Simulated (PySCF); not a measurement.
Cl3NbO, charge +1, doublet (typed; the unrestricted solution is spin-contaminated), at a GFN2-xTB geometry (such geometries of metal compounds can be far from the true shape) (the multiplicity is a formal guess) (all electrons, no relativity), with bond 2-1 at 1.25 times its length; HF/3-21G in PySCF.

PySCF was given this input:
```python
from pyscf import gto, scf

mol = gto.M(
    atom='''
Nb    0.22680834   -0.09827108   -0.11989191
O     1.97003146   -0.85357142   -1.04136752
Cl    0.69312507    0.90534570    1.78114653
Cl   -0.79196505    1.36656907   -1.40635576
Cl   -1.21117395   -1.70431448    0.31768849
''',
    basis='3-21g',
    charge=1,
    spin=1,
    verbose=4,
)

mf = scf.UHF(mol)
mf.kernel()
mo_i, mo_e, stable_i, stable_e = mf.stability(internal=True, external=True, return_status=True, nroots=6, tol=1e-6)
print('internally stable:', stable_i, ' externally stable:', stable_e)
if not stable_i:
    umf = mf.copy()
    umf.scf_summary = {}
    umf.kernel(umf.make_rdm1(mo_i, mf.mo_occ))
```

Output, abridged:

```
PySCF version 2.14.0

[INPUT] verbose = 4
[INPUT] num. atoms = 5
[INPUT] num. electrons = 99
[INPUT] charge = 1
[INPUT] spin (= nelec alpha-beta = 2S) = 1
[INPUT] symmetry False subgroup None
[INPUT] Mole.unit = angstrom
[INPUT] Symbol           X                Y                Z      unit          X                Y                Z       unit  Magmom
[INPUT]  1 Nb     0.226808340000  -0.098271080000  -0.119891910000 AA    0.428605645367  -0.185705427165  -0.226562874451 Bohr   0.0
[INPUT]  2 O      1.970031460000  -0.853571420000  -1.041367520000 AA    3.722819916177  -1.613016211556  -1.967899407818 Bohr   0.0
[INPUT]  3 Cl     0.693125070000   0.905345700000   1.781146530000 AA    1.309816552370   1.710855421053   3.365879129419 Bohr   0.0
[INPUT]  4 Cl    -0.791965050000   1.366569070000  -1.406355760000 AA   -1.496597044727   2.582441272602  -2.657627220105 Bohr   0.0
[INPUT]  5 Cl    -1.211173950000  -1.704314480000   0.317688490000 AA   -2.288787054708  -3.220687597331   0.600344239027 Bohr   0.0

nuclear repulsion = 775.199970725645
number of shells = 40
number of NR pGTOs = 177
number of NR cGTOs = 84
basis = 3-21g
ecp = {}

******** <class 'pyscf.scf.uhf.UHF'> ********
method = UHF
initial guess = minao
damping factor = 0
level_shift factor = 0
DIIS = <class 'pyscf.scf.diis.CDIIS'>
diis_start_cycle = 1
diis_space = 8
diis_damp = 0
SCF conv_tol = 1e-09
SCF conv_tol_grad = None
SCF max_cycles = 50
direct_scf = True
direct_scf_tol = 1e-13
number electrons alpha = 50  beta = 49
Set gradient conv threshold to 3.16228e-05
init E= -5175.87950059274

cycle= 1 E= -5181.46429447962  delta_E= -5.58  |g|= 0.527  |ddm|= 1.89
cycle= 2 E= -5181.04621470506  delta_E= 0.418  |g|= 1.19  |ddm|= 1.46
cycle= 3 E= -5181.73488383558  delta_E= -0.689  |g|= 0.104  |ddm|= 0.808
cycle= 4 E= -5181.74607484065  delta_E= -0.0112  |g|= 0.0358  |ddm|= 0.172
cycle= 5 E= -5181.74797665956  delta_E= -0.0019  |g|= 0.0223  |ddm|= 0.0599
cycle= 6 E= -5181.74910728079  delta_E= -0.00113  |g|= 0.017  |ddm|= 0.0457
cycle= 7 E= -5181.75030683117  delta_E= -0.0012  |g|= 0.0159  |ddm|= 0.0567
cycle= 8 E= -5181.75146439603  delta_E= -0.00116  |g|= 0.0153  |ddm|= 0.057
cycle= 9 E= -5181.75213092607  delta_E= -0.000667  |g|= 0.0151  |ddm|= 0.0327
cycle= 10 E= -5181.75235469876  delta_E= -0.000224  |g|= 0.015  |ddm|= 0.0109
cycle= 11 E= -5181.7523784689  delta_E= -2.38e-05  |g|= 0.015  |ddm|= 0.00116
cycle= 12 E= -5181.75030927921  delta_E= 0.00207  |g|= 0.0147  |ddm|= 0.103
cycle= 13 E= -5181.73705247504  delta_E= 0.0133  |g|= 0.0804  |ddm|= 0.425
cycle= 14 E= -5181.74311015548  delta_E= -0.00606  |g|= 0.0476  |ddm|= 0.136
cycle= 15 E= -5181.74343476587  delta_E= -0.000325  |g|= 0.0442  |ddm|= 0.0301
cycle= 16 E= -5181.74572290679  delta_E= -0.00229  |g|= 0.0281  |ddm|= 0.0764
cycle= 17 E= -5181.74732219061  delta_E= -0.0016  |g|= 0.0161  |ddm|= 0.0886
cycle= 18 E= -5181.75054441345  delta_E= -0.00322  |g|= 0.0165  |ddm|= 0.166
cycle= 19 E= -5181.74301181732  delta_E= 0.00753  |g|= 0.0347  |ddm|= 0.358
cycle= 20 E= -5181.73408500376  delta_E= 0.00893  |g|= 0.0882  |ddm|= 0.29
cycle= 21 E= -5181.73524643153  delta_E= -0.00116  |g|= 0.0818  |ddm|= 0.0459
cycle= 22 E= -5181.73512531685  delta_E= 0.000121  |g|= 0.0825  |ddm|= 0.0515
cycle= 23 E= -5181.73458390424  delta_E= 0.000541  |g|= 0.0863  |ddm|= 0.00859
cycle= 24 E= -5181.73344549406  delta_E= 0.00114  |g|= 0.0894  |ddm|= 0.0764
cycle= 25 E= -5181.73579507338  delta_E= -0.00235  |g|= 0.0784  |ddm|= 0.0823
cycle= 26 E= -5181.73757505159  delta_E= -0.00178  |g|= 0.067  |ddm|= 0.0367
cycle= 27 E= -5181.7456971353  delta_E= -0.00812  |g|= 0.0176  |ddm|= 0.29
cycle= 28 E= -5181.74587565806  delta_E= -0.000179  |g|= 0.0169  |ddm|= 0.0102
cycle= 29 E= -5181.74576920188  delta_E= 0.000106  |g|= 0.0146  |ddm|= 0.0125
cycle= 30 E= -5181.74524068864  delta_E= 0.000529  |g|= 0.0142  |ddm|= 0.0313
cycle= 31 E= -5181.74003080173  delta_E= 0.00521  |g|= 0.0317  |ddm|= 0.271
cycle= 32 E= -5181.7435253787  delta_E= -0.00349  |g|= 0.013  |ddm|= 0.173
cycle= 33 E= -5181.74236623003  delta_E= 0.00116  |g|= 0.0138  |ddm|= 0.0869
cycle= 34 E= -5181.73687467948  delta_E= 0.00549  |g|= 0.0424  |ddm|= 0.355
cycle= 35 E= -5181.74023289107  delta_E= -0.00336  |g|= 0.0248  |ddm|= 0.215
cycle= 36 E= -5181.73961784624  delta_E= 0.000615  |g|= 0.0246  |ddm|= 0.0731
cycle= 37 E= -5181.74086231887  delta_E= -0.00124  |g|= 0.0207  |ddm|= 0.117
cycle= 38 E= -5181.74333817427  delta_E= -0.00248  |g|= 0.0143  |ddm|= 0.169
cycle= 39 E= -5181.74162467965  delta_E= 0.00171  |g|= 0.0148  |ddm|= 0.127
cycle= 40 E= -5181.74067250238  delta_E= 0.000952  |g|= 0.0128  |ddm|= 0.0901
cycle= 41 E= -5181.74031806888  delta_E= 0.000354  |g|= 0.0108  |ddm|= 0.0412
cycle= 42 E= -5181.73959526244  delta_E= 0.000723  |g|= 0.0112  |ddm|= 0.071
cycle= 43 E= -5181.7407582251  delta_E= -0.00116  |g|= 0.0119  |ddm|= 0.121
cycle= 44 E= -5181.73858182954  delta_E= 0.00218  |g|= 0.0117  |ddm|= 0.216
cycle= 45 E= -5181.73871474097  delta_E= -0.000133  |g|= 0.0106  |ddm|= 0.01
cycle= 46 E= -5181.7396842407  delta_E= -0.000969  |g|= 0.0085  |ddm|= 0.0937
cycle= 47 E= -5181.73942924203  delta_E= 0.000255  |g|= 0.00816  |ddm|= 0.0321
cycle= 48 E= -5181.73931884405  delta_E= 0.00011  |g|= 0.00818  |ddm|= 0.0154
cycle= 49 E= -5181.74125667362  delta_E= -0.00194  |g|= 0.00874  |ddm|= 0.19
cycle= 50 E= -5181.73929337292  delta_E= 0.00196  |g|= 0.00859  |ddm|= 0.192
SCF not converged.
SCF energy = -5181.73929337292 after 50 cycles  <S^2> = 1.050452  2S+1 = 2.2807473
uhf_internal: lowest eigs of H = [-8.57502047e-05  2.60146762e-02  4.83697880e-02  6.35559332e-02
  1.52701499e-01  1.83456923e-01]
<class 'pyscf.scf.uhf.UHF'> wavefunction has an internal instability
uhf_real2complex: lowest eigs of H = [0.00236052 0.03367747 0.06488048 0.07268497 0.11601925 0.13105226]
<class 'pyscf.scf.uhf.UHF'> wavefunction is stable in the real -> complex stability analysis
uhf_external: lowest eigs of H = [-0.04929059 -0.01406959 -0.0011422   0.00639026  0.04398788  0.0913955 ]
<class 'pyscf.scf.uhf.UHF'> wavefunction has an UHF/UKS -> GHF/GKS instability
internally stable: False  externally stable: False

******** <class 'pyscf.scf.uhf.UHF'> ********
method = UHF
initial guess = minao
damping factor = 0
level_shift factor = 0
DIIS = <class 'pyscf.scf.diis.CDIIS'>
diis_start_cycle = 1
diis_space = 8
diis_damp = 0
SCF conv_tol = 1e-09
SCF conv_tol_grad = None
SCF max_cycles = 50
direct_scf = True
direct_scf_tol = 1e-13
number electrons alpha = 50  beta = 49
Set gradient conv threshold to 3.16228e-05
init E= -5181.73725567399
cycle= 1 E= -5181.73900069212  delta_E= -0.00175  |g|= 0.0189  |ddm|= 0.0594
cycle= 2 E= -5181.73955446793  delta_E= -0.000554  |g|= 0.0115  |ddm|= 0.0309
cycle= 3 E= -5181.73983416619  delta_E= -0.00028  |g|= 0.0107  |ddm|= 0.0246
cycle= 4 E= -5181.74013467688  delta_E= -0.000301  |g|= 0.00762  |ddm|= 0.0279
cycle= 5 E= -5181.74023105551  delta_E= -9.64e-05  |g|= 0.00737  |ddm|= 0.00964
cycle= 6 E= -5181.74042679228  delta_E= -0.000196  |g|= 0.00745  |ddm|= 0.0195
cycle= 7 E= -5181.73938964059  delta_E= 0.00104  |g|= 0.00775  |ddm|= 0.103
cycle= 8 E= -5181.7422416855  delta_E= -0.00285  |g|= 0.0111  |ddm|= 0.267
cycle= 9 E= -5181.74280124093  delta_E= -0.00056  |g|= 0.0137  |ddm|= 0.0445
cycle= 10 E= -5181.74241559003  delta_E= 0.000386  |g|= 0.0124  |ddm|= 0.0299
cycle= 11 E= -5181.74398412579  delta_E= -0.00157  |g|= 0.0236  |ddm|= 0.123
cycle= 12 E= -5181.74473631624  delta_E= -0.000752  |g|= 0.0308  |ddm|= 0.0584
cycle= 13 E= -5181.74376563965  delta_E= 0.000971  |g|= 0.0206  |ddm|= 0.0774
cycle= 14 E= -5181.74173654481  delta_E= 0.00203  |g|= 0.00969  |ddm|= 0.159
cycle= 15 E= -5181.74078201003  delta_E= 0.000955  |g|= 0.00924  |ddm|= 0.0853
cycle= 16 E= -5181.73747176352  delta_E= 0.00331  |g|= 0.0138  |ddm|= 0.294
cycle= 17 E= -5181.74159706907  delta_E= -0.00413  |g|= 0.0136  |ddm|= 0.375
cycle= 18 E= -5181.74186731932  delta_E= -0.00027  |g|= 0.017  |ddm|= 0.0292
cycle= 19 E= -5181.74164978301  delta_E= 0.000218  |g|= 0.0174  |ddm|= 0.0166
cycle= 20 E= -5181.74124429154  delta_E= 0.000405  |g|= 0.0146  |ddm|= 0.0423
cycle= 21 E= -5181.74104790192  delta_E= 0.000196  |g|= 0.0163  |ddm|= 0.0151
cycle= 22 E= -5181.74081741217  delta_E= 0.00023  |g|= 0.016  |ddm|= 0.0222
cycle= 23 E= -5181.74108000927  delta_E= -0.000263  |g|= 0.0169  |ddm|= 0.026
cycle= 24 E= -5181.74192665775  delta_E= -0.000847  |g|= 0.0203  |ddm|= 0.0782
cycle= 25 E= -5181.73801428761  delta_E= 0.00391  |g|= 0.0161  |ddm|= 0.364
cycle= 26 E= -5181.74052483083  delta_E= -0.00251  |g|= 0.0148  |ddm|= 0.233
cycle= 27 E= -5181.74083682017  delta_E= -0.000312  |g|= 0.0154  |ddm|= 0.0349
cycle= 28 E= -5181.74071758176  delta_E= 0.000119  |g|= 0.0156  |ddm|= 0.0157
cycle= 29 E= -5181.73951172903  delta_E= 0.00121  |g|= 0.0178  |ddm|= 0.111
cycle= 30 E= -5181.7405347325  delta_E= -0.00102  |g|= 0.017  |ddm|= 0.0976
cycle= 31 E= -5181.74094171947  delta_E= -0.000407  |g|= 0.017  |ddm|= 0.0385
cycle= 32 E= -5181.74058424392  delta_E= 0.000357  |g|= 0.0129  |ddm|= 0.0448
cycle= 33 E= -5181.74170291772  delta_E= -0.00112  |g|= 0.012  |ddm|= 0.103
cycle= 34 E= -5181.73942674484  delta_E= 0.00228  |g|= 0.0136  |ddm|= 0.217
cycle= 35 E= -5181.74008411292  delta_E= -0.000657  |g|= 0.00958  |ddm|= 0.0819
cycle= 36 E= -5181.74085684653  delta_E= -0.000773  |g|= 0.00866  |ddm|= 0.09
cycle= 37 E= -5181.74110408504  delta_E= -0.000247  |g|= 0.00844  |ddm|= 0.0288
cycle= 38 E= -5181.74097899166  delta_E= 0.000125  |g|= 0.00805  |ddm|= 0.0306
cycle= 39 E= -5181.74135720254  delta_E= -0.000378  |g|= 0.00841  |ddm|= 0.0378
cycle= 40 E= -5181.74069751719  delta_E= 0.00066  |g|= 0.00799  |ddm|= 0.0614
cycle= 41 E= -5181.73805705323  delta_E= 0.00264  |g|= 0.0128  |ddm|= 0.243
cycle= 42 E= -5181.74125465473  delta_E= -0.0032  |g|= 0.0113  |ddm|= 0.296
cycle= 43 E= -5181.73994743136  delta_E= 0.00131  |g|= 0.0105  |ddm|= 0.126
cycle= 44 E= -5181.73955490748  delta_E= 0.000393  |g|= 0.0114  |ddm|= 0.038
cycle= 45 E= -5181.73952959012  delta_E= 2.53e-05  |g|= 0.0115  |ddm|= 0.00617
cycle= 46 E= -5181.7395465416  delta_E= -1.7e-05  |g|= 0.0114  |ddm|= 0.00993
cycle= 47 E= -5181.74004240569  delta_E= -0.000496  |g|= 0.0103  |ddm|= 0.0509
cycle= 48 E= -5181.7395747345  delta_E= 0.000468  |g|= 0.0106  |ddm|= 0.0483
cycle= 49 E= -5181.73884433994  delta_E= 0.00073  |g|= 0.012  |ddm|= 0.0698
cycle= 50 E= -5181.73872820712  delta_E= 0.000116  |g|= 0.0121  |ddm|= 0.0136
SCF not converged.
SCF energy = -5181.73872820712 after 50 cycles  <S^2> = 1.0948501  2S+1 = 2.3193534
```

Convergence was not reached.
